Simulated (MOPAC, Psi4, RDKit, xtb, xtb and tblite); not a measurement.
Two geometries of SMILES [SiH3]OC[CH2][GeH3] (C2H10GeOSi), relaxed at GFN2-xTB with one dihedral held; other torsions can differ between them too.

Structure A

```
15

Si     0.4446    -1.2992     2.6622
O      0.1647    -0.4729     1.3038
C     -0.4307    -0.7745     0.0810
C     -0.9474    -2.1972    -0.0403
Ge    -1.7712    -2.5199    -1.7990
H      1.1021    -0.2559     3.4303
H     -0.7929    -1.7753     3.2918
H      1.3034    -2.4684     2.4390
H      0.3135    -0.5839    -0.7053
H     -1.2590    -0.0670    -0.0670
H     -0.1231    -2.8949     0.1143
H     -1.6777    -2.3844     0.7483
H     -2.9346    -1.6113    -2.0304
H     -0.7963    -2.2886    -2.9075
H     -2.2625    -3.9268    -1.9102
```

Structure B

```
15

Si    -2.1516     1.0625    -0.4880
O     -0.6926     0.3829    -0.2609
C     -0.4319    -0.8455     0.3694
C      0.8202    -1.4254    -0.2593
Ge     2.0119     0.1033    -0.6595
H     -1.7606     2.2251    -1.2656
H     -3.0259     0.1258    -1.2035
H     -2.7777     1.3878     0.7986
H     -1.2924    -1.5182     0.2760
H     -0.2658    -0.6549     1.4366
H      1.2845    -2.1525     0.4053
H      0.5710    -1.9389    -1.1882
H      1.5944     0.8600    -1.8716
H      2.0966     1.0371     0.5011
H      3.4036    -0.4039    -0.9198
```

Task: Which is lower in energy at the level B3LYP-D3(BJ)/def2-TZVP // GFN2-xTB (Psi4 1.11), and by how much?

Result: B is lower, by 1.37 kJ/mol (dihedral Si1–O2–C3–C4: 0° in A, 150° in B).

E(B) − E(A) in kJ/mol at the other levels, on the same two geometries: GFN2-xTB (xtb and tblite) -10.29; B3LYP/def2-TZVP // GFN2-xTB (Psi4) -0.19; PBE/def2-TZVP // GFN2-xTB (Psi4) -0.21; PBE-D3(BJ)/def2-TZVP // GFN2-xTB (Psi4) -0.77; UFF // GFN2-xTB (RDKit) -34.12; PM3, restricted, heats of formation // GFN2-xTB (MOPAC) -3.32; PM6, restricted, heats of formation // GFN2-xTB (MOPAC) 229.83; GFN1-xTB // GFN2-xTB (xtb) 9.48.
